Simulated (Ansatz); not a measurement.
CHF2 (SMILES F[CH]F) moved off its minimum; all values from Ansatz (a program for electronic structure), cores frozen in correlated methods. Open shells are unrestricted.
(charge 0, multiplicity 2)
```xyz
4

F     -1.20109    -0.22067    -0.16009
C      0.09656     0.41517     0.39376
F      1.21927    -0.22506    -0.06125
H     -0.05904     1.52888    -0.13219
```

Question: Give the forces (eV/Å), the total energy and the dipole at CCSD(T)/cc-pVTZ.

Answer: 
| atom | Fx | Fy | Fz |
|---|---|---|---|
| F1 | 3.877 | 1.088 | 1.845 |
| C2 | -2.427 | 0.652 | -4.851 |
| F3 | -2.343 | 0.915 | 1.025 |
| H4 | 0.893 | -2.655 | 1.981 |
Energy -237.9846 hartree, dipole 1.76 D.
